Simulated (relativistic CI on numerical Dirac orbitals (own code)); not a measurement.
**Electric-dipole lines of Cu5+**

These numbers are calculated, not measured: Dirac-Coulomb-Breit CI, KLI orbitals optimised for each configuration, a model potential for QED, valence Slater integrals scaled by 0.85, P86 correlation energy added to each configuration (own radial code, finite nucleus).

Configurations in the expansion (outside the closed core [Ne]): 3s²3p⁶3d⁶, 3s²3p⁶3d⁵4s, 3s²3p⁵3d⁷, 3s²3p⁶3d⁵4p, 3s²3p⁶3d⁵4d, 3s²3p⁴3d⁸, 3s²3p⁶3d⁵5s, 3s²3p⁶3d⁵5p, 3s3p⁶3d⁷, 3s²3p⁶3d⁵4f, 3s²3p⁶3d⁴4s², 3s²3p⁶3d⁵5d, 3s²3p⁶3d⁵5f, 3s²3p⁶3d⁵5g. Levels of other configurations are missing.

| λ vac (Å) | Lower | Upper | A (s⁻¹) | E lower (cm⁻¹) | E upper (cm⁻¹) |
| --- | --- | --- | --- | --- | --- |
| 244.95 | 3s²3p⁶3d⁶ ⁵D4 [1] | 3s²3p⁶3d⁵4p ⁵D°4 [153] | 7.36e+09 | 0 | 408251 |
| 248.56 | 3s²3p⁶3d⁶ ⁵D4 [1] | 3s²3p⁶3d⁵4p ⁵P°3 [135] | 8.50e+09 | 0 | 402312 |
| 251.66 | 3s²3p⁶3d⁶ ⁵D4 [1] | 3s²3p⁶3d⁵4p ⁵F°5 [116] | 7.99e+09 | 0 | 397360 |
| 252.11 | 3s²3p⁶3d⁶ ⁵D3 [2] | 3s²3p⁶3d⁵4p ⁵F°4 [118] | 6.32e+09 | 1177 | 397824 |
| 256.94 | 3s²3p⁶3d⁶ ³H6 [8] | 3s²3p⁶3d⁵4p ³H°6 [181] | 9.57e+09 | 29234 | 418431 |
| 263.30 | 3s²3p⁶3d⁶ ¹I6 [22] | 3s²3p⁶3d⁵4p ¹I°6 [192] | 1.22e+10 | 44519 | 424308 |
| 264.16 | 3s²3p⁶3d⁶ ³H6 [8] | 3s²3p⁶3d⁵4p ³G°5 [151] | 9.15e+09 | 29234 | 407785 |
| 275.45 | 3s²3p⁶3d⁶ ⁵D4 [1] | 3s²3p⁶3d⁵4p ⁵P°3 [96] | 8.38e+09 | 0 | 363048 |
| 1060.3 | 3s²3p⁶3d⁵4s ¹I6 [62] | 3s²3p⁶3d⁵4p ¹I°6 [192] | 1.70e+09 | 329999 | 424308 |
| 1068.4 | 3s²3p⁶3d⁵4s ³G5 [45] | 3s²3p⁶3d⁵4p ³G°5 [151] | 1.61e+09 | 314188 | 407785 |
| 1071.4 | 3s²3p⁶3d⁵4s ⁷S3 [35] | 3s²3p⁶3d⁵4p ⁷P°4 [93] | 1.79e+09 | 259696 | 353030 |
| 1077.8 | 3s²3p⁶3d⁵4s ⁵G6 [37] | 3s²3p⁶3d⁵4p ⁵H°7 [117] | 1.76e+09 | 304635 | 397413 |
| 1083.5 | 3s²3p⁶3d⁵4s ⁵G5 [38] | 3s²3p⁶3d⁵4p ⁵H°6 [115] | 1.65e+09 | 304750 | 397044 |
| 1084.3 | 3s²3p⁶3d⁵4s ⁵D4 [48] | 3s²3p⁶3d⁵4p ⁵F°5 [148] | 1.53e+09 | 315034 | 407258 |
| 1092.5 | 3s²3p⁶3d⁵4s ³I7 [61] | 3s²3p⁶3d⁵4p ³K°8 [177] | 1.70e+09 | 325343 | 416873 |
| 1121.6 | 3s²3p⁶3d⁵4s ⁵G6 [37] | 3s²3p⁶3d⁵4p ⁵G°6 [111] | 1.46e+09 | 304635 | 393795 |
| 1126.3 | 3s²3p⁶3d⁵4s ⁵G5 [38] | 3s²3p⁶3d⁵4p ⁵G°5 [110] | 1.21e+09 | 304750 | 393535 |
| 1126.6 | 3s²3p⁶3d⁵4s ¹I6 [62] | 3s²3p⁶3d⁵4p ¹K°7 [183] | 1.42e+09 | 329999 | 418760 |
| 1134.5 | 3s²3p⁶3d⁵4s ³G4 [47] | 3s²3p⁶3d⁵4p ³H°5 [136] | 1.39e+09 | 314274 | 402423 |
| 1141.1 | 3s²3p⁶3d⁵4s ³G5 [45] | 3s²3p⁶3d⁵4p ³H°6 [133] | 1.40e+09 | 314188 | 401826 |

Terms are leading LS components. Brackets give the number of a level in order of energy, since labels repeat. The list gives strong lines, with weight on those to low levels, without lines whose two gauges differ by over a factor of 2.5, among the lowest 200 of 2865 levels, so that lines to higher ones, which can be the strongest, are missing. Levels whose partners in the same complex of configurations lie outside the list can be far off, and so can their lines. Rates are taken at the computed energies, electric ones in the length gauge.

At this charge configurations can still be misplaced by up to about 7 % of their energy. 61 of the 63 excited levels that our extract of the measured tables holds in this range could be paired (the sources list more); they are missed by 4553 cm⁻¹ on average and 8819 at most, and levels without a partner can miss by more.
